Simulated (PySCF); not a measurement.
diethyl sulfide cation (C₄H₁₀S), SMILES CCSCC (connectivity only; charge and spin as stated), charge +1, multiplicity 2.

Geometry optimised at r2SCAN-D4/def2-SVP. The multiplicity is an assumed one; other spin states were not compared. Other conformers were not sampled.

Computed with TDA-PBE0/def2-SVPD (PySCF 2.14.0).

Vertical excitations. The molecule is in vacuum.

```tsv
state	energy (eV)	λ (nm)	f	main pairs
root 1	2.36	526	0.001	β HOMO→LUMO 89 %
root 2	3.05	406	0.003	β HOMO−1→LUMO 90 %
root 3	3.53	351	0.016	β HOMO−2→LUMO 94 %
root 4	3.71	334	0.005	β HOMO−3→LUMO 95 %
root 5	4.38	283	0.005	β HOMO−4→LUMO 98 %
root 6	4.51	275	0.002	β HOMO−5→LUMO 95 %
root 7	5.06	245	0.045	β HOMO−6→LUMO 97 %
root 8	6.12	203	0.015	β HOMO−7→LUMO 85 %
root 9	6.56	189	0.009	β HOMO−9→LUMO 87 %
root 10	6.63	187	0.009	β HOMO−8→LUMO 94 %
```
Unrestricted roots are not spin-pure.
